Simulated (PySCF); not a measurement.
**Atomic charges against the basis set**

C₃H₇NSSi.
Structure used (PBE0-D3(BJ)/def2-SVP), in Å, numbered top down from 1:
```xyz
13
C3H7NSSi angstrom
C      2.7448    0.0583    0.1690
C      1.4373   -0.2032    0.0494
C      0.5489    0.6534   -0.7413
N     -0.6954    0.5043   -0.9402
Si    -1.8776   -0.6439   -0.3981
S     -3.3779    0.4261    0.6937
H      3.1908    0.9281   -0.3249
H      3.4106   -0.5776    0.7572
H      0.9931   -1.0738    0.5440
H      1.0567    1.5229   -1.2078
H     -2.4207   -1.2818   -1.6302
H     -1.4458   -1.7121    0.5608
H     -3.5525    1.3516   -0.2758
```

PBE0 throughout (PySCF), one geometry, spherical d and f functions. The structure is a single PBE0-D3(BJ)/def2-SVP conformer in the gas phase; no vibrational or solvent corrections. The first 7 of 12 kinds of atom are listed.

Mulliken charges (e):

| basis | functions | C1 | C2 | C3 | N4 | Si5 | S6 | H7 |
| --- | --- | --- | --- | --- | --- | --- | --- | --- |
| STO-3G | 45 | -0.153 | -0.101 | +0.025 | -0.405 | +0.611 | -0.081 | +0.088 |
| 6-31G | 76 | -0.354 | -0.127 | +0.063 | -0.620 | +0.699 | -0.279 | +0.181 |
| pcSseg-0 | 76 | -0.388 | -0.317 | +0.129 | -0.828 | +0.812 | -0.466 | +0.237 |
| 6-31G* | 106 | -0.386 | -0.127 | +0.061 | -0.470 | +0.511 | -0.322 | +0.191 |
| cc-pVDZ | 127 | +0.004 | -0.117 | +0.146 | -0.313 | +0.349 | -0.243 | +0.053 |
| def2-SVP | 127 | -0.053 | -0.090 | +0.090 | -0.330 | +0.497 | -0.276 | +0.064 |
| aug-cc-pVDZ | 209 | +0.277 | +1.634 | +0.413 | -0.485 | +0.055 | -0.460 | -0.408 |
| 6-311+G(2d,p) | 220 | -0.573 | +0.449 | -0.259 | -0.460 | +0.580 | -0.230 | +0.129 |
| def2-TZVP | 240 | -0.252 | -0.088 | -0.017 | -0.271 | +0.322 | -0.327 | +0.139 |
| cc-pVTZ | 286 | -0.242 | -0.091 | +0.028 | -0.264 | +0.306 | -0.253 | +0.122 |
| IGLO-III | 298 | -0.199 | -0.064 | +0.059 | -0.537 | +0.980 | -0.329 | +0.100 |
| pcSseg-2 | 328 | -0.071 | -0.066 | +0.175 | -0.475 | +0.641 | -0.242 | +0.056 |

IAO charges (e):

| basis | functions | C1 | C2 | C3 | N4 | Si5 | S6 | H7 |
| --- | --- | --- | --- | --- | --- | --- | --- | --- |
| STO-3G | 45 | -0.237 | -0.177 | -0.027 | -0.417 | +0.702 | -0.165 | +0.136 |
| 6-31G | 76 | -0.267 | -0.176 | +0.050 | -0.509 | +0.643 | -0.297 | +0.158 |
| pcSseg-0 | 76 | -0.252 | -0.179 | +0.051 | -0.503 | +0.644 | -0.306 | +0.152 |
| 6-31G* | 106 | -0.257 | -0.171 | +0.077 | -0.551 | +0.782 | -0.306 | +0.152 |
| cc-pVDZ | 127 | -0.265 | -0.170 | +0.072 | -0.539 | +0.777 | -0.313 | +0.152 |
| def2-SVP | 127 | -0.254 | -0.169 | +0.073 | -0.538 | +0.788 | -0.306 | +0.148 |
| aug-cc-pVDZ | 209 | -0.275 | -0.174 | +0.072 | -0.551 | +0.784 | -0.324 | +0.157 |
| 6-311+G(2d,p) | 220 | -0.274 | -0.174 | +0.074 | -0.563 | +0.813 | -0.321 | +0.157 |
| def2-TZVP | 240 | -0.273 | -0.173 | +0.075 | -0.564 | +0.824 | -0.321 | +0.157 |
| cc-pVTZ | 286 | -0.274 | -0.173 | +0.074 | -0.558 | +0.812 | -0.324 | +0.157 |
| IGLO-III | 298 | -0.276 | -0.174 | +0.072 | -0.563 | +0.818 | -0.316 | +0.157 |
| pcSseg-2 | 328 | -0.273 | -0.175 | +0.075 | -0.564 | +0.820 | -0.322 | +0.157 |

Hirshfeld charges (e):

```tsv
basis	functions	C1	C2	C3	N4	Si5	S6	H7
STO-3G	45	-0.042	-0.039	+0.052	-0.267	+0.429	-0.102	+0.032
6-31G	76	-0.059	-0.044	+0.068	-0.273	+0.320	-0.156	+0.056
pcSseg-0	76	-0.054	-0.047	+0.063	-0.254	+0.345	-0.154	+0.053
6-31G*	106	-0.059	-0.042	+0.070	-0.256	+0.303	-0.154	+0.055
cc-pVDZ	127	-0.062	-0.046	+0.062	-0.235	+0.314	-0.136	+0.053
def2-SVP	127	-0.062	-0.047	+0.063	-0.240	+0.318	-0.129	+0.054
aug-cc-pVDZ	209	-0.067	-0.051	+0.055	-0.256	+0.326	-0.132	+0.058
6-311+G(2d,p)	220	-0.063	-0.051	+0.054	-0.259	+0.324	-0.133	+0.057
def2-TZVP	240	-0.065	-0.050	+0.058	-0.252	+0.318	-0.133	+0.057
cc-pVTZ	286	-0.066	-0.048	+0.059	-0.247	+0.318	-0.134	+0.056
IGLO-III	298	-0.067	-0.051	+0.053	-0.253	+0.318	-0.121	+0.057
pcSseg-2	328	-0.066	-0.049	+0.057	-0.256	+0.326	-0.133	+0.058
```

Which scheme is steadiest as the basis changes?

Largest range over the bases for any column: Hirshfeld 0.13 e, IAO 0.18 e, Mulliken 1.95 e. Hirshfeld charges move least and Mulliken charges most, counted in e. Without the minimal STO-3G basis the ranges are Hirshfeld 0.04, IAO 0.18, Mulliken 1.95 e.

How much do the charges still move between the two largest bases, IGLO-III and pcSseg-2?

At most, over all atoms: Mulliken 0.339 e, IAO 0.006 e, Hirshfeld 0.012 e.

What do the same runs give for the total energy, the frontier levels and the dipole moment?

```csv
basis,energy (Eh),HOMO (eV),LUMO (eV),μ (D)
STO-3G,-850.5868,-3.66,1.44,1.36
6-31G,-860.3321,-6.92,-1.71,3.53
pcSseg-0,-859.2735,-7.04,-1.93,3.55
6-31G*,-860.4514,-7.03,-1.65,3.18
cc-pVDZ,-860.5050,-7.01,-1.70,2.78
def2-SVP,-860.1550,-7.06,-1.78,2.82
aug-cc-pVDZ,-860.5195,-7.17,-1.91,2.92
"6-311+G(2d,p)",-860.5695,-7.21,-1.93,2.91
def2-TZVP,-860.5868,-7.17,-1.89,2.85
cc-pVTZ,-860.5883,-7.14,-1.85,2.86
IGLO-III,-860.5859,-7.17,-1.89,2.75
pcSseg-2,-860.6005,-7.21,-1.94,2.98
```

The dipole is fixed by the density alone, so its range of 2.19 D shows that the density itself changes with the basis, not only its division among atoms.
